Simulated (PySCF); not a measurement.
Compound: H7NOSeSi2.
Numbering: `[NH2:1][Si@H:2]([SeH:3])[O:4][SiH3:5]` (hydrogens: H6, H7 on N1; H8 on Si2; H9 on Se3; H10, H11, H12 on Si5)

Computed by this run: PySCF 2.14.0, PBE0-D3(BJ)/def2-SVP geometry optimisation, gas phase; density fitting, grid level 1; the optimiser is geomeTRIC in internal coordinates, started from a GFN2-xTB structure with every atom displaced at random (about 0.01 Å).

Geometry at step 1:
```
atom  x, y, z in Å
N1      0.2220   -1.5242    1.4436
Si2     0.9117   -0.1600    0.6609
Se3     0.3622    1.5739    2.0589
O4      0.2819    0.0075   -0.8590
Si5    -1.0176    0.3582   -1.8300
H6      0.1982   -1.5875    2.4574
H7      0.2623   -2.4467    1.0137
H8      2.3884   -0.2301    0.4831
H9      0.6387    2.5909    0.9934
H10    -2.1246   -0.6218   -1.6165
H11    -0.5735    0.2702   -3.2564
H12    -1.5148    1.7386   -1.5572
```

Question: Give the atomic forces at this geometry.

Answer: 
| atom | Fx (eV/Å) | Fy (eV/Å) | Fz (eV/Å) |
| --- | --- | --- | --- |
| N1 | -0.034 | -0.200 | 0.009 |
| Si2 | -0.091 | -0.081 | 0.086 |
| Se3 | 0.040 | 0.380 | -0.529 |
| O4 | 0.134 | 0.008 | 0.099 |
| Si5 | -0.002 | -0.045 | -0.088 |
| H6 | -0.037 | 0.008 | -0.142 |
| H7 | 0.040 | 0.193 | 0.095 |
| H8 | -0.041 | 0.095 | -0.141 |
| H9 | -0.027 | -0.395 | 0.435 |
| H10 | 0.014 | 0.014 | 0.037 |
| H11 | 0.001 | 0.014 | 0.113 |
| H12 | 0.003 | 0.010 | 0.026 |

The largest, 0.65 eV/Å, acts on Se3; the rms over all components is 0.166 eV/Å. The forces sum to zero within rounding, as they must for an isolated molecule in no field.

Question: Give the force on Se3 in Eh/bohr and in nN.

Answer: 0.652 eV/Å ÷ 51.422 = 0.01269 Eh/bohr, and 0.652 eV/Å × 1.602 = 1.05 nN.

Question: How far is this geometry from the end of the optimisation?

Answer: 0.100 eV above it, and 0.309 Å rms away after alignment. The bonds farthest from their final lengths, with half the difference of the two atoms' forces along the bond (positive lengthens):

```
   bond  now (Å)  final (Å)  force along bond (eV/Å)
 Se3–H9    1.499      1.471                    -0.61
Si2–Se3    2.294      2.279                    -0.03
Si5–H11    1.497      1.490                    -0.10
  N1–H7    1.019      1.014                    -0.19
 O4–Si5    1.660      1.664                    +0.10
  N1–H6    1.016      1.013                    -0.08
```

The angle farthest from its final value is Si2–O4–Si5, 149.0° against 140.5°.

Of the 2 listed bonds off by 0.010 Å or more, this force points towards the final length in 2.

What follows is the cost of the whole optimisation. The run took 2.6 min of wall time on an Arm Neoverse V1 with one thread, shared host, and the process peaked at 0.52 GiB of memory.
